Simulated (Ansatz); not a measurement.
Calculated with Ansatz (gas phase, PBE0-D4/def2-TZVP geometries, no zero-point term in ΔE). CCSD(T)/CBS adds triple-zeta CCSD(T) − MP2 to the extrapolated MP2 energy (def2 sets, frozen cores). This one scheme is used for every species. Functionals use def2-TZVPP. B3LYP here is the variant with VWN-RPA as its local correlation; programs differ in this. HSE06 is defined as in plane-wave codes. One conformer a species, not always the lowest.

`C=CCC(C#N)(C#N)C#N` + `C#N` → `N#CC(C#N)(C#N)C#N` + `C=CC`  (formal exchange of groups at a C–C bond)

```csv
level,ΔE (kcal/mol),difference from CCSD(T)/CBS
revPBE-D4,15.4,-3.0
PBE0-D4,16.9,-1.5
B3LYP-D4,16.7,-1.7
r2SCAN0-D4,18.3,-0.1
B2PLYP,15.8,-2.6
PBE-QIDH,17.5,-0.9
revPBE,12.3,-6.1
r2SCAN,16.7,-1.7
PBE0,15.5,-2.9
r2SCANh,17.1,-1.3
HSE06,15.5,-2.9
RPA@PBE/def2-TZVPP,16.9,-1.5
MP2/def2-SVP,16.6,-1.8
CCSD(T)/def2-TZVPP,17.8,-0.6
SCS-MP2/def2-QZVPP,17.2,-1.2
MP2/CBS(def2),18.6,0.2
CCSD(T)/CBS,18.4,0
```

Largest T1 diagnostic among the species: 0.015.

The D4 term adds +2.3 kcal/mol with B3LYP and +1.4 kcal/mol with PBE0; it sums over pairs of atoms, weighted by their polarisabilities, and B3LYP, whose exchange is more repulsive, gets the larger term. At CCSD(T), def2-SVP lies −2.1 kcal/mol from the extrapolated value and def2-TZVPP −0.6 kcal/mol. From r2SCAN to r2SCAN0 (25 % exact exchange), in def2-TZVPP and without D4, ΔE moves by +1.0 kcal/mol.

CCSD(T)/CBS has its own doubt, a few kJ/mol and more with outer-core shells, so smaller differences from it don't rank the levels.
